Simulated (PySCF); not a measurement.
Input for PySCF: R-M06-2X/6-31G* on C2H6FN (a complex), monomers drawn apart or pushed together.

```python
from pyscf import gto, scf, dft, mp
from pyscf.data.elements import chemcore

mol = gto.M(
    atom='''
    N    -0.02761160   -0.09532381    0.64327986
    H     0.65504430    0.24667522    1.31115156
    H     0.41783056   -0.82509455    0.09884847
    H    -0.24275256    0.66623092    0.00995532
    C    -0.96674183   -0.28949420    4.85709850
    C     0.13500905    0.22733143    5.35879609
    F     1.15759721    0.64392504    4.56917981
    H    -1.10275535   -0.40399191    3.78858706
    H    -1.74740814   -0.60376478    5.53475357
    H     0.36271537    0.38150726    6.40501017
    ''',
    basis='6-31g*',
    cart=True,
    charge=0, spin=0, verbose=3, max_memory=1800)
mf = dft.RKS(mol, xc='m062x')
mf.conv_tol = 1e-8
mf.max_cycle = 100
mf.kernel()
if not mf.converged:
    mf = mf.newton().run(mf.mo_coeff, mf.mo_occ)
```

Output:

```
converged SCF energy = -234.257567768977
```

The calculation finished and met its thresholds.

Cost: around 6 core-seconds (rough).
